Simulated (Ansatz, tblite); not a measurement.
Cost and result up the ladder for B11 (11 atoms). Total charge 0; doublet. Geometry: r2SCAN-D4/def2-SVP.

```xyz
11

B     1.275   -1.942   -0.268
B    -2.050    0.610    0.858
B     0.030   -0.946   -0.522
B     0.590   -0.945    1.285
B    -1.839    1.792   -0.191
B    -0.972   -0.580    1.100
B    -0.651    1.820   -1.256
B    -0.740    0.513   -0.196
B     2.109   -1.073    0.780
B     0.583    0.763   -1.252
B     1.666   -0.011   -0.339
```

Ansatz on 4 threads of Arm Neoverse V1 on a shared host; xTB runs through tblite on one thread. Times are rough, summed over both states, and most runs start from the orbitals of an earlier one. PBE0-D4/def2-TZVP serves as the yardstick here, not as an exact answer. The other state is a singlet.

The xTB rows come from tblite. The structure comes from a short search, and lower isomers may exist.

Raw xTB energies of ions are shifted by several eV, and xTB has no spin-polarisation term.

```
                              level  functions  wall time  vertical IE (eV)  difference from PBE0-D4/def2-TZVP (eV)
                           GFN1-xTB         44    0.014 s             11.71                                    3.77
                           GFN2-xTB         44    0.022 s              9.00                                    1.06
LDA (SPW92)/def2-TZVP (with forces)        341       14 s              8.02                                    0.08
                   PBE-D4/def2-TZVP        341       22 s              7.95                                    0.01
                  PBE0-D4/def2-TZVP        341       44 s              7.94                                    0.00
```
